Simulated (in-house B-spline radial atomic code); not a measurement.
Successive ionisation energies of antimony; each step leads to the configuration of the next row (after the last: [Kr] 4d3/2(1)). Dirac energy differences include first-order Breit, QED and recoil terms. NIST's values go from ground level to ground level; the uncertainty of those that are theory runs from under 0.1 % in few-electron ions to several per cent in heavy many-electron ones. Computed with a B-spline radial code for spherical atoms: Dirac-Hartree-Fock, jj configuration that fills j = l - 1/2 first, finite nuclei.

A number in brackets counts the electrons of a j subshell.

```
  ion                    configuration  ionisation energy (eV)  tabulated value (eV)    tabulated kind  computed minus tabulated (eV)  highest orbital  largest mean radius (bohr)
   Sb  [Kr] 4d10 5s2 5p1/2(2) 5p3/2(1)                    7.49              8.608389          measured                          -1.12            5p3/2                      2.9745
  Sb+           [Kr] 4d10 5s2 5p1/2(2)                   15.39                16.626          measured                          -1.24            5p1/2                      2.6544
 Sb2+           [Kr] 4d10 5s2 5p1/2(1)                   24.58               25.3235          measured                          -0.75            5p1/2                      2.4814
 Sb3+                    [Kr] 4d10 5s2                   41.62                43.804          measured                          -2.18            5s1/2                      2.0705
 Sb4+                    [Kr] 4d10 5s1                   53.40                    55    semi-empirical                          -1.60            5s1/2                      1.9941
 Sb5+                        [Kr] 4d10                   97.92                 99.51          measured                          -1.59            4d5/2                      1.0045
 Sb6+           [Kr] 4d3/2(4) 4d5/2(5)                  118.77                   117  tabulated theory                           1.77            4d5/2                     0.97824
 Sb7+           [Kr] 4d3/2(4) 4d5/2(4)                  140.50                   139  tabulated theory                           1.50            4d5/2                     0.95471
 Sb8+           [Kr] 4d3/2(4) 4d5/2(3)                  163.08                   162  tabulated theory                           1.08            4d5/2                     0.93309
 Sb9+           [Kr] 4d3/2(4) 4d5/2(2)                  186.46                   185  tabulated theory                           1.46            4d5/2                     0.91305
Sb10+           [Kr] 4d3/2(4) 4d5/2(1)                  210.61                   214  tabulated theory                          -3.39            4d5/2                     0.89435
Sb11+                    [Kr] 4d3/2(4)                  238.32                   238  tabulated theory                           0.32            4d3/2                     0.86927
Sb12+                    [Kr] 4d3/2(3)                  264.03                   265  tabulated theory                          -0.97            4d3/2                     0.85253
Sb13+                    [Kr] 4d3/2(2)                  290.46                   292  tabulated theory                          -1.54            4d3/2                     0.83714
```

Task: Where is the largest jump?

Result: From Sb to Sb+, by a factor of 2.05 (7.4919 to 15.386 eV); the highest orbital goes from 5p3/2 to 5p1/2.

Task: How far is this level of theory from the measured and semi-empirical values?

Result: Over those 6 rows the differences run from -2.18 to -0.748 eV (mean absolute value 1.4 eV). The calculation leaves out correlation and, in open shells, the multiplet splittings that an average leaves out.
